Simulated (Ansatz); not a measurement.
`[SH][Ge]([Cl])([Cl])[Cl]` + H₂O → `[OH][Ge]([Cl])([Cl])[Cl]` + H₂S at 700 K and 1 bar (formal hydrolysis of a Ge–S bond).

Calculated with Ansatz (gas phase, PBE0-D4/def2-TZVP geometries, no zero-point term in ΔE). CCSD(T)/CBS is the MP2 limit (def2-TZVPP, def2-QZVPP) plus CCSD(T) − MP2 in def2-TZVPP, frozen cores. This one scheme is used for every species. For Ge outer-core shells are correlated without core-valence functions, which leaves a few kJ/mol of doubt a bond. Scalar relativity is left out up to krypton. One conformer a species, not always the lowest.

| species | CCSD(T)/CBS energy (Eh) | H − E (kJ/mol) | S (J/(mol·K)) |
| --- | --- | --- | --- |
| `[SH][Ge]([Cl])([Cl])[Cl]` | -3853.97733 | 106.6 | 483.5 |
| H₂O | -76.37941 | 80.5 | 218.4 |
| `[OH][Ge]([Cl])([Cl])[Cl]` | -3531.37835 | 114.9 | 467.5 |
| H₂S | -398.97279 | 64.8 | 236.9 |

H − E and S are ideal-gas, rigid-rotor, harmonic terms from PBE0-D4/def2-TZVP, for one conformer and one mirror image of each species. 1 Eh = 2625.50 kJ/mol, R = 8.31446 J/(mol·K).

Question: By hand: ΔE, ΔH, ΔS and ΔG.

Answer: ΔE = (-3531.37835) + (-398.97279) − (-3853.97733) − (-76.37941) = 0.00560 Eh = 14.7 kJ/mol. Δ(H − E) = 114.9 + 64.8 − 106.6 − 80.5 = -7.4, so ΔH = 7.3 kJ/mol. ΔS = 467.5 + 236.9 − 483.5 − 218.4 = 2.5 J/(mol·K). ΔG = 7.3 − 700 × (2.5)/1000 = 5.5 kJ/mol.

Question: By hand: the equilibrium constant, and the temperature at which ΔG would vanish if ΔH and ΔS stayed fixed.

Answer: log₁₀ K = −ΔG/(RT ln 10) = -0.4. ΔG = 0 at ΔH/ΔS = 2920 K, far beyond where these terms or the molecules hold.

The number of gas molecules stays the same, so ΔS is small and ΔH decides. The sign of ΔG lies within the doubt. A doubt of 5 kJ/mol in ΔE shifts log₁₀ K by 0.4 here. Other conformers and mirror images would add mixing entropy, several J/(mol·K) or more a flexible species. These are equilibria of isolated gas molecules and say nothing of rates. Largest T1 diagnostic: 0.010 (customary marks: 0.02 for closed shells, 0.045 for open ones).
